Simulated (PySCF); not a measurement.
A structure optimised at PBE0-D3(BJ)/def2-TZVP, used in a PySCF frequency run:

```xyz
4

O      0.0000     0.0000    -2.0168
B      0.0000     0.0000    -0.8202
B      0.0000     0.0000     0.8202
O      0.0000     0.0000     2.0168
```
Charge 0, spin multiplicity 1.

Problem. Write its SMILES, formula and point group.

Solution. O=BB=O, B₂O₂, D∞h

Problem. What are its rotational constants (standard atomic weights)?

Solution. 3.4926 GHz (linear rotor, B only)
